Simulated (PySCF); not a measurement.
**Si⁺ (silicon, charge +1) across methods**

[Ne] 3s2 3p1, 2P determinant. Calculation: PySCF 2.14, in aug-cc-pwCVTZ (8s7p5d3f, 75 functions); the non-relativistic Hamiltonian (point nucleus).

```json
{"method": "PBE", "E (hartree)": "-288.9297", "mean ε 3s α (eV)": "-19.272", "mean ε 3s β (eV)": "-18.388", "mean ε 3p α (eV)": "-12.198", "Σ⟨r²⟩ (bohr²)": "19.82", "⟨S²⟩": "0.754"}
{"method": "BLYP", "E (hartree)": "-289.0949", "mean ε 3s α (eV)": "-19.094", "mean ε 3s β (eV)": "-18.326", "mean ε 3p α (eV)": "-11.963", "Σ⟨r²⟩ (bohr²)": "19.84", "⟨S²⟩": "0.753"}
{"method": "r2SCAN", "E (hartree)": "-289.0430", "mean ε 3s α (eV)": "-19.521", "mean ε 3s β (eV)": "-18.515", "mean ε 3p α (eV)": "-12.559", "Σ⟨r²⟩ (bohr²)": "19.85", "⟨S²⟩": "0.760"}
{"method": "B3LYP", "E (hartree)": "-289.1021", "mean ε 3s α (eV)": "-20.374", "mean ε 3s β (eV)": "-19.362", "mean ε 3p α (eV)": "-13.016", "Σ⟨r²⟩ (bohr²)": "19.82", "⟨S²⟩": "0.754"}
{"method": "PBE0", "E (hartree)": "-288.9544", "mean ε 3s α (eV)": "-20.667", "mean ε 3s β (eV)": "-19.482", "mean ε 3p α (eV)": "-13.337", "Σ⟨r²⟩ (bohr²)": "19.81", "⟨S²⟩": "0.756"}
{"method": "M06", "E (hartree)": "-289.0688", "mean ε 3s α (eV)": "-20.591", "mean ε 3s β (eV)": "-19.439", "mean ε 3p α (eV)": "-12.896", "Σ⟨r²⟩ (bohr²)": "19.52", "⟨S²⟩": "0.752"}
{"method": "LDA", "E (hartree)": "-287.9171", "mean ε 3s α (eV)": "-19.369", "mean ε 3s β (eV)": "-18.525", "mean ε 3p α (eV)": "-12.073", "Σ⟨r²⟩ (bohr²)": "19.83", "⟨S²⟩": "0.752"}
{"method": "TPSSh", "E (hartree)": "-289.0895", "mean ε 3s α (eV)": "-20.011", "mean ε 3s β (eV)": "-18.812", "mean ε 3p α (eV)": "-12.887", "Σ⟨r²⟩ (bohr²)": "19.75", "⟨S²⟩": "0.757"}
{"method": "UHF", "E (hartree)": "-288.57606", "mean ε 3s α (eV)": "-24.082", "mean ε 3s β (eV)": "-21.675", "mean ε 3p α (eV)": "-16.207", "Σ⟨r²⟩ (bohr²)": "20.15", "⟨S²⟩": "0.766"}
```
